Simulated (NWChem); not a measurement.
# Ionisation of F4MoO

SMILES: [O]=[Mo]([F])([F])([F])[F]
```xyz
6

Mo    -0.0593     0.0590     0.0000
O     -1.2396     1.2362     0.0000
F      1.2854    -1.2807     0.0000
F     -0.6057    -0.6700     1.5620
F     -0.6057    -0.6700    -1.5620
F      1.3046     1.2464     0.0000
```
Charge 0, spin multiplicity 1.

The numbers come from NWChem runs, not from measurements. Structure: optimised with PBE0/def2-SVP with def2 effective core potentials on Mo, a minimum by its harmonic frequencies.

Basis set: def2-TZVP. −ε marks an orbital energy of the parent.

Effective core potentials replace the inner electrons of Mo; spin-orbit coupling is left out. The structure started from a generated list of species.

### Question
Order these methods by the first vertical ionisation energy they give, lowest first: G0W0@PBE0, G0W0@CAM-B3LYP, −ε(HOMO) of HF.

### Answer
G0W0@PBE0 (13.03 eV), G0W0@CAM-B3LYP (13.51 eV), −ε(HOMO) of HF (16.00 eV)
